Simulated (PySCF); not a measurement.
Cartesian coordinates in Å; atom numbers follow the order of the lines, from 1:
```xyz
23

C    -2.807    0.304    2.231
C    -1.976   -0.005    1.406
C    -0.975   -0.365    0.399
C    -1.554   -0.267   -1.024
Si   -3.159   -1.222   -1.328
C     0.300    0.479    0.584
Si    1.750    0.031   -0.548
C     3.330    0.803    0.090
C     4.387    0.094    0.504
H    -3.544    0.578    2.963
H    -0.710   -1.424    0.579
H    -1.725    0.792   -1.283
H    -0.808   -0.642   -1.746
H    -3.408   -1.280   -2.802
H    -3.026   -2.620   -0.813
H    -4.332   -0.572   -0.674
H     0.055    1.547    0.447
H     0.655    0.380    1.623
H     1.487    0.502   -1.945
H     1.921   -1.457   -0.577
H     3.396    1.899    0.136
H     4.391   -1.002    0.483
H     5.299    0.572    0.880
```

Geometry: PBE0-D3(BJ)/def2-SVP; GIAO shifts from PySCF 2.14, gas phase, non-relativistic, averaged over equivalent atoms.

At wB97X-D/pcSseg-1 (237 basis functions, 70 s wall time on 1 thread of an Arm Neoverse V2, shared host):
```csv
atoms,δ (ppm)
C9,147.0
C8,140.7
C2,91.8
C1,77.9
C3,27.3
C6,24.0
C4,15.8
Si7,-34.1
Si5,-64.5
H23,6.32
H22,6.31
H21,6.27
H19,4.42
H20,4.07
H14/H15/H16,3.91
H11,2.27
H10,2.16
H18,1.11
H17,1.05
H13,0.74
H12,0.60
```

δ = σ(ref) − σ, references computed at the same level: 13C (σ = 184.54 ppm) and 29Si (σ = 352.93 ppm) and 1H (σ = 31.38 ppm) vs TMS.

Estimate the result of repeating the calculation with PBE0/pcSseg-1.

Answers


| atoms | δ at PBE0/pcSseg-1 | change |
| --- | --- | --- |
| C9 | 146.1 | -0.9 |
| C8 | 140.8 | +0.1 |
| C2 | 91.7 | -0.1 |
| C1 | 77.3 | -0.6 |
| C3 | 28.5 | +1.2 |
| C6 | 24.4 | +0.4 |
| C4 | 16.2 | +0.4 |
| Si7 | -34.3 | -0.2 |
| Si5 | -65.9 | -1.4 |
| H23 | 6.36 | +0.04 |
| H22 | 6.32 | +0.01 |
| H21 | 6.34 | +0.07 |
| H19 | 4.49 | +0.07 |
| H20 | 4.08 | +0.01 |
| H14/H15/H16 | 3.93 | +0.02 |
| H11 | 2.41 | +0.14 |
| H10 | 2.13 | -0.03 |
| H18 | 1.20 | +0.09 |
| H17 | 1.09 | +0.04 |
| H13 | 0.83 | +0.09 |
| H12 | 0.63 | +0.03 |

Chemical shifts δ = σref − σ; 13C (σ = 184.41 ppm) and 29Si (σ = 351.99 ppm) and 1H (σ = 31.27 ppm) against TMS, all at this level.

The largest change is at Si5 (silicon bonded to C, 3 H). Cost: 237 basis functions, 54 s wall time on 1 thread of an Arm Neoverse V2, shared host. The order of the carbon signals is the same at both levels.
